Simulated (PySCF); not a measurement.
## Assigning NMR signals

Atom-mapped SMILES (the numbers label the heavy atoms): `[CH2:1]=[CH:2][CH2:3][n:4]1[n:5][c:6]([CH3:7])[c:8]([SiH3:9])[n:10]1`; H(Xn) means a hydrogen on atom n. Ha(C1) is cis to C3; Hb(C1) is trans to C3.

Theoretical values (PySCF 2.14): geometry from GFN2-xTB, σ from GIAO-PBE0/pcSseg-1. Gas phase, one conformer, averaged over atoms made equivalent by symmetry, fast rotation or ring inversion, relativity neglected.

Scale: ¹³C (σref 186.93), ¹H (σref 31.72) against TMS (reference shieldings calculated alike).

Question: Assign these signals to the numbered atoms. ¹³C{¹H} NMR (computed): δ 157.0, 143.5, 139.0, 125.8, 60.3, 13.5.

Answer: 
| δ (ppm) | atoms | environment | reason |
| --- | --- | --- | --- |
| 157.0 | C6 | substituted aromatic carbon next to a ring nitrogen | – |
| 143.5 | C2 | alkene CH | an sp2 carbon of a C=C bond |
| 139.0 | C8 | substituted aromatic carbon next to a ring nitrogen | – |
| 125.8 | C1 | terminal =CH2 carbon | as expected for a trigonal carbon in a double bond |
| 60.3 | C3 | allylic sp3 CH2 bonded to N | deshielded by the electronegative neighbour |
| 13.5 | C7 | methyl carbon on an aromatic ring | aliphatic region, no heteroatom directly attached |

Question: Assign these signals to the numbered atoms. ¹H NMR (400 MHz, computed): δ 6.38 (m, 1H), 5.69 (m, 1H), 5.47 (m, 1H), 4.94 (d, 2H), 4.50 (s, 3H), 2.56 (s, 3H).

Answer: 
```tsv
δ (ppm)	atoms	environment	reason
6.38	H(C2)	hydrogen on an alkene CH	a vinylic proton, deshielded by the sp2 carbon and the C=C anisotropy
5.69	Ha(C1)	hydrogen on a terminal =CH2 carbon	attached to an sp2 carbon and in the plane of the double bond
5.47	Hb(C1)	hydrogen on a terminal =CH2 carbon	–
4.94	H(C3)	hydrogen on an allylic sp3 CH2 bonded to N	its carbon carries N, hence the downfield position
4.50	H(Si9)	hydrogen on a silicon bonded to C	–
2.56	H(C7)	hydrogen on a methyl carbon on an aromatic ring	benzylic-type position, deshielded by the ring
```

Shifts are as computed. Against solution values, carbons near 30 ppm lie about +3 ppm off and those near 130 ppm about +5 ppm. Of 1211 compounds with measured shifts, 218 miss one by over three times the rms of a fit or turn the order of signals round; such compounds aren't used in these exercises. Multiplicities follow the n + 1 count of equivalent neighbours, as no J values were calculated; m marks all less simple cases, F and P coupling included.
